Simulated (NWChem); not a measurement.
A series in which one site is exchanged, each optimised at B3LYP/6-31G* with NWChem, gas phase unless a solvent is named. Pople sets run with spherical d functions. This build's default masses of Se (78.918 u) and Br (79.917 u) are each other's, which moves their modes by up to 0.6 %.

A: [MgH][Br] (MgHBr; site = H)
B: [Cl][Mg][Br] (MgBrCl; site = Cl)
C: [Mg]([F])[Br] (MgBrF; site = F)
D: [Br][Mg][Br] (MgBr2; site = Br)

| quantity | A | B | C | D |
|---|---|---|---|---|
| dipole (D), B3LYP/6-31G* | ? | 0.21 | 0.27 | 0.00 |
| highest harmonic frequency (cm⁻¹), B3LYP/6-31G* | ? | 575 | 809 | 521 |
| static polarisability, PBE0/def2-SVPD (bohr³) | ? | 57.7 | 41.4 | 66.9 |
| lowest singlet excitation, PBE0/def2-SVPD, TDA (eV) | ? | 5.36 | 5.40 | 5.24 |

Task: Complete the blanks.

Result: 
- dipole (D), B3LYP/6-31G*, A: 1.57
- highest harmonic frequency (cm⁻¹), B3LYP/6-31G*, A: 1691
- static polarisability, PBE0/def2-SVPD (bohr³), A: 50.8
- lowest singlet excitation, PBE0/def2-SVPD, TDA (eV), A: 5.81
